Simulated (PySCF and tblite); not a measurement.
The numbers below are computed, except where a source is named.
C6H10N2O, numbered as in [CH3:1]/[N:2]=[CH:3]\[C@@H:4]1[CH2:5][NH:6][C:7](=[O:8])[CH2:9]1.

Conformers came from 90 starts (ETKDG, MMFF94s, GFN2-xTB); geometries are GFN2-xTB. Weights use PBE0-D3(BJ)/pcSseg-1 energies plus GFN2-xTB zero-point and thermal terms (modes under about 100 cm⁻¹ blended into free rotors). Symmetry numbers and mirror images are counted. Conformers within 2.5 kcal/mol (GFN2-xTB free energy) were kept, 4 at most. (PySCF 2.14, tblite 0.8.)

Rotational constants are equilibrium values for the commonest isotopes; dipoles come from the energy level named.

Torsions listed: N2–C3–C4–C5. The 5-ring runs over atoms 4–5–6–7–9.

```tsv
conformer	shape	symmetry
1	5-ring envelope (ring torsions 18, -2, -14, 24, -25°); -138°	C1
2	5-ring envelope (ring torsions -17, 2, 13, -22, 23°); -129°	C1
```

Question: Give the rotational constants and dipole components, as needed to look for these species in a jet-cooled rotational spectrum.

Answer: 
```json
{"conformer": "1", "A (MHz)": "4170", "B (MHz)": "856", "C (MHz)": "774", "abs μa (D)": "1.78", "abs μb (D)": "2.43", "abs μc (D)": "1.26", "κ": "-0.95", "Ic−Ia−Ib (u Å²)": "-58.9"}
{"conformer": "2", "A (MHz)": "4020", "B (MHz)": "904", "C (MHz)": "834", "abs μa (D)": "2.11", "abs μb (D)": "3.08", "abs μc (D)": "2.31", "κ": "-0.96", "Ic−Ia−Ib (u Å²)": "-78.5"}
```

Question: Which type of transition is strongest for conformer 1?

Answer: b-type, since that component is clearly the largest; the top is near-prolate.
